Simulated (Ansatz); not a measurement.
Cu₈Te₄⁻. Charge -1, multiplicity 2. Geometry PBE-D4/def2-SVP, basis def2-TZVP, Ansatz.

```xyz
12

Cu    2.513   -1.542   -0.592
Cu   -1.386    1.509   -0.927
Cu   -1.314    0.512    1.513
Cu    0.656    1.841    0.574
Cu   -1.591   -0.962   -0.472
Cu    0.957   -0.601    1.211
Cu    0.336   -2.381   -0.407
Cu    0.745    0.047   -1.243
Te   -1.113   -2.058    1.814
Te   -1.239   -0.179   -2.838
Te    2.961    0.809    0.244
Te   -1.524    3.004    1.122
```

```tsv
run	HOMO (eV)	LUMO (eV)
A	-1.21	-0.77
B	-2.00	-0.11
C	-1.44	-0.65
D	-1.01	-0.68
```

In the def2 sets Te takes a core potential; there is no spin–orbit coupling. Single mean-field runs in def2-TZVP are fitted with def2-universal-jkfit. Another isomer (doublet) lies 0.05 eV lower at PBE0-D4/def2-TZVP; other spin states weren't run for this one.

HOMO and LUMO are taken over both spins.

Question: The runs used BLYP, PBE, PBE0, r2SCAN. Estimate which is which.

Answer: A PBE (0 % exact exchange); B PBE0 (25 % exact exchange); C r2SCAN (0 % exact exchange); D BLYP (0 % exact exchange). Exact exchange lowers occupied and raises empty levels; among semilocal functionals meta-GGAs tend to open the gap a little, and such runs are hard to tell apart. The gap grows from 0.33 eV (BLYP) to 1.88 eV (PBE0).
